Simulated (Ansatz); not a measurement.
The cluster Cs₂Br₃⁻. The state is a singlet with charge -1. Geometry PBE-D4/def2-SVPD; atoms count from 1.

Cartesian coordinates in Å:
```
Cs 3.131 0.853 1.154
Cs -1.215 -0.328 -0.449
Br 2.231 -0.614 -1.691
Br 0.147 1.272 2.561
Br -4.294 -1.183 -1.575
```

In the def2 sets Cs takes a core potential; there is no spin–orbit coupling. Another isomer (singlet) lies 0.19 eV lower at PBE0-D4/def2-TZVPD; other spin states weren't run for this one.

Estimate the Mulliken populations from the PBE0/def2-TZVPD orbitals of Ansatz.


```json
{"atom": "Cs1", "charge (e)": "0.96"}
{"atom": "Cs2", "charge (e)": "0.92"}
{"atom": "Br3", "charge (e)": "-0.96"}
{"atom": "Br4", "charge (e)": "-0.96"}
{"atom": "Br5", "charge (e)": "-0.95"}
```
Mulliken values depend strongly on the basis. With diffuse functions, as here, like atoms can get unlike values, and bond orders can come out too low or too high.
